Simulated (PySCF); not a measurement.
Electron correlation in O²⁺ (oxygen, charge +2)

[He] 2s2 2p1 3s1, high-spin 3P determinant (an excited configuration). All numbers are calculated (PySCF 2.14, the non-relativistic Hamiltonian (point nucleus), in aug-cc-pVQZ (6s5p4d3f2g, 80 functions)). Frozen: 1s2; 4 electrons correlated.

```tsv
level	correlation energy (mhartree)
CCSD	-107.89
(T)	-2.39
CCSD(T)	-110.28
```

Diagnostics: T1 = 0.0090, D1 = 0.0221, largest double amplitude 0.127.

Is a single reference adequate?

Mostly. T1 lies below 0.03, but a double amplitude of this size points to a near-degeneracy that CCSD handles and MP2 describes poorly.
